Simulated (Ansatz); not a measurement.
Input file for Ansatz (a first-principles code): R-RI-MP2/def2-QZVPP on H2OSSn (SMILES [OH][Sn][SH]), a point of a torsion scan. Elements past Kr take the def2 small-core potentials; no spin–orbit coupling. Files ending in .json are basis or fitting sets from the Basis Set Exchange. The run froze 15 orbitals, filled d shells among them.

Ansatz 0.2 input:
```yaml
crystal:
  periodic: [false, false, false]
  atoms:
    - {symbol: O, position_ang: [-1.47515930, 0.34714590, -0.27903277]}
    - {symbol: Sn, position_ang: [-0.41409328, -0.97311561, -1.36538593]}
    - {symbol: S, position_ang: [-1.20458569, -3.06923897, -0.33397133]}
    - {symbol: H, position_ang: [-2.11169177, 0.32254220, 0.43152388]}
    - {symbol: H, position_ang: [-2.02634757, -2.51233031, 0.54113804]}
basis:
  gaussian:
    orbitals: def2-QZVPP.json
    fitting: {mean_field: def2-universal-JKFIT, correlation: def2-QZVPP-RIFIT.json}
magnetization: {spin_polarized: false}
correlation: {method: mp2, electrons: outside_noble_gas}
scf: {lower_state_search: off}
```

Output:

```
WARN ansatz: RAYON_NUM_THREADS=1 ignored (pool sized by the plan → 1); use --threads N
Functional definition: HF
these checks for a lower state are left out or cut short: stability, starts, cluster_reference, orbital_swaps, neighbouring_geometries, increment
integrals: 0.30 GiB planned
459 factors; integrals over basis functions are off by at most 2.3e0 eV
mean field: 0.49 GiB planned
mean field evaluation 1: about -18691.2416 eV, gradient 4.4e1 eV
mean field evaluation 2: about -18692.8996 eV, gradient 3.7e1 eV
mean field evaluation 4: about -18695.1585 eV, gradient 1.5e0 eV
mean field evaluation 8: about -18695.1699 eV, gradient 2.9e-6 eV
mean field -18695.16989022 eV, -687.0348214241 hartree, gradient 2.9e-6 eV, S^2 0.000000; 0 other end points of the search recorded, 0 dependent functions left out
15 core orbitals not correlated
696 factors; their error is unknown
reference -18695.16989022 eV, -687.0348214241 hartree; 9, 9 occupied and 245, 245 virtual orbitals, 696 factors
second order -14.99263847 eV of doubles, -0.00000000 eV of singles
Total energy: -18710.16252868 eV, -687.5857907255 hartree
Checks for a lower state left out: stability, starts, cluster_reference, orbital_swaps, neighbouring_geometries, increment
```

Self-consistency was reached.

Cost: roughly 4 core-seconds.
